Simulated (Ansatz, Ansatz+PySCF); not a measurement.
```xyz
2

Cu    0.0000    0.0000   -0.0984
H     0.0000    0.0000    2.8538
```

Basis set: cc-pVDZ (spherical functions). Correlated methods keep 5 orbitals frozen. Charge 0, multiplicity 1.

Computed with Ansatz (development build ahead of 0.2.0); each method stands on the lowest determinant of its kind that the runs found. Restricted open shells among the atoms or ions are ROHF, correlated in semicanonical orbitals with singles. Restricted functionals stand beside restricted open-shell atoms, which can lie above the unrestricted atoms usual in DFT and then raise those values.

The atomization energy at this shape (free ground-state atoms in the same class of orbitals less the molecule, no zero-point energy) of singlet CuH:

```
               method  atomization energy
 ωB97X (unrestricted)             0.18 eV
   ωB97X (restricted)            -0.26 eV
r²SCAN (unrestricted)             0.36 eV
  PBE0 (unrestricted)             0.22 eV
   PBE (unrestricted)             0.28 eV
     PBE (restricted)             0.12 eV
    PBE0 (restricted)            -0.18 eV
              UHF-MP2             0.12 eV
              RHF-MP2            -0.68 eV
          RHF-CCSD(T)             0.40 eV
          UHF-CCSD(T)             0.25 eV
                  UHF             0.09 eV
                  RHF            -1.05 eV
```

What does r²SCAN (restricted) give?

-0.05 eV. Caution for ωB97X (unrestricted), ωB97X (restricted), r²SCAN (unrestricted), r²SCAN (restricted), PBE0 (unrestricted), PBE (unrestricted), PBE (restricted), PBE0 (restricted): charge can spread falsely over distant fragments. Caution for ωB97X (unrestricted), r²SCAN (unrestricted), PBE0 (unrestricted), PBE (unrestricted): the unrestricted determinant is spin contaminated. Caution for ωB97X (restricted), r²SCAN (restricted), PBE0 (restricted), RHF-MP2, RHF-CCSD(T), RHF: an unrestricted determinant lies well below. Caution for UHF-MP2, UHF-CCSD(T): a plain start can end on a higher determinant; bonds are stretched, where a single reference can fail. Caution for UHF-MP2, UHF-CCSD(T), UHF: the unrestricted determinant is a mixture of spin states. Caution for RHF-MP2, RHF-CCSD(T): large amplitudes, a single reference is doubtful. Caution for UHF-CCSD(T): another reference gives a lower total. Caution for RHF: the molecule lies well above its atoms at this level.
